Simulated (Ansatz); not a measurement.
Reaction (cleavage of the Si–Si bond): `N[SiH]([SiH3])CCl` + `N[SiH3]` → `[SiH3]N[SiH3]` + `N[SiH2]CCl`

Gas-phase electronic energies from Ansatz, PBE0-D4/def2-TZVP geometries. CCSD(T)/CBS adds triple-zeta CCSD(T) − MP2 to the extrapolated MP2 energy (def2 sets, frozen cores). This one scheme is used for every species. Functionals use def2-TZVPP. B3LYP here is the variant with VWN-RPA as its local correlation; programs differ in this. Each species was taken in one conformer, which may not be the lowest.

```tsv
level	ΔE (kJ/mol)	difference from CCSD(T)/CBS
PBE-D4	-38.0	21.2
r2SCAN-D4	-52.4	6.8
PBE0-D4	-44.8	14.4
B3LYP-D4	-56.5	2.7
ωB97X-V	-56.4	2.8
ωB97M-V	-61.6	-2.4
B2PLYP	-62.6	-3.4
PBE	-39.5	19.7
r2SCAN	-53.1	6.1
PBE0	-46.5	12.7
B3LYP	-58.9	0.3
HF/def2-TZVPP	-78.8	-19.6
MP2/def2-TZVPP	-66.1	-6.9
SCS-MP2/def2-TZVPP	-69.5	-10.3
CCSD/def2-TZVPP	-62.4	-3.2
CCSD(T)/def2-TZVPP	-59.8	-0.6
HF/def2-QZVPP	-80.4	-21.2
MP2/def2-QZVPP	-66.3	-7.1
SCS-MP2/def2-QZVPP	-69.7	-10.5
HF/CBS(def2)	-80.6	-21.4
MP2/CBS(def2)	-65.5	-6.3
CCSD/CBS(def2)	-61.9	-2.7
CCSD(T)/CBS	-59.2	0
```

Largest T1 diagnostic among the species: 0.011.

From PBE to PBE0 (25 % exact exchange), in def2-TZVPP and without D4, ΔE moves by −7.0 kJ/mol. In def2-TZVPP, CCSD(T) changes the Hartree–Fock value by +19.1 kJ/mol (the triples alone add +2.7 kJ/mol) and MP2 by +12.8 kJ/mol.
